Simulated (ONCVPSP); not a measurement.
## Plane-wave convergence, ONCV potential for P (Z = 15)

P, optimised norm-conserving Vanderbilt (ONCV), made with ONCVPSP 4.0.1 (LDA (Perdew-Wang 92), scalar-relativistic). Core [He], reference 2s2 2p6 3s2 3p2.5 (charge +0.5). Waves: 2s+3s: rc 0.95 bohr, ncon 3, nbas 6, qcut 10.3 1/bohr, 2 projectors; 2p+3p: rc 1.00 bohr, ncon 4, nbas 7, qcut 14 1/bohr, 2 projectors; d scattering state at 0.15 Ha: rc 0.95 bohr, ncon 4, nbas 9, qcut 11.5 1/bohr, 2 projectors, debl 1.1 Ha. Local part: polynomial inside 0.60 bohr (lpopt 5, dvloc0 0 Ha). Core correction: none.

Problem. For each optimised wave give the share of its norm inside rc, the residual kinetic energy above qcut (Ha) and the cutoffs (Ha) for errors of 10, 1, 0.1 and 0.01 mHa per electron.

Solution.

```json
{"wave": "2s", "norm inside rc": "0.953", "residual KE": "3.0e-06", "10 mHa": "29.1", "1 mHa": "37.3", "0.1 mHa": "44.4", "0.01 mHa": "50.3"}
{"wave": "3s", "norm inside rc": "0.066", "residual KE": "7.4e-06", "10 mHa": "22.1", "1 mHa": "30.5", "0.1 mHa": "37.2", "0.01 mHa": "44.8"}
{"wave": "2p", "norm inside rc": "0.962", "residual KE": "1.3e-05", "10 mHa": "69.2", "1 mHa": "81.0", "0.1 mHa": "90.2", "0.01 mHa": "105.2"}
{"wave": "3p", "norm inside rc": "0.052", "residual KE": "1.9e-05", "10 mHa": "60.3", "1 mHa": "77.0", "0.1 mHa": "89.6", "0.01 mHa": "114.1"}
{"wave": "d projector 1", "norm inside rc": "0.031", "residual KE": "8.5e-06", "10 mHa": "18.9", "1 mHa": "36.5", "0.1 mHa": "52.0", "0.01 mHa": "64.9"}
{"wave": "d projector 2", "norm inside rc": "0.065", "residual KE": "2.7e-05", "10 mHa": "27.6", "1 mHa": "45.1", "0.1 mHa": "58.9", "0.01 mHa": "75.7"}
```

The occupied waves need 81 Ha and 90 Ha for 1 and 0.1 mHa.
